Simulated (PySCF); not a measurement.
# BeH2: one-bond stretch

Level of theory: PBE0/[Be def2-TZVP, H def2-TZVP], no relativity, density fitting, PySCF.

Rigid scan from the singlet minimum (Be–H 1.339 Å (×2); H–Be–H 180.0°). Coordinate: the bond from Be to the last atom (H) scaled, the rest fixed. Energies in kJ/mol from the minimum.

```
scale of one bond  E (kJ/mol)  dipole size (D)
             0.92         9.6             0.16
             0.96         2.2             0.08
             1.00         0.0             0.00
             1.05         3.0             0.11
             1.12        15.1             0.26
             1.20        36.8             0.45
             1.35        89.6             0.82
             1.55       167.5                –
             1.80       259.6                –
             2.20       377.9                –
```

Other isomers or separated fragments may lie lower.
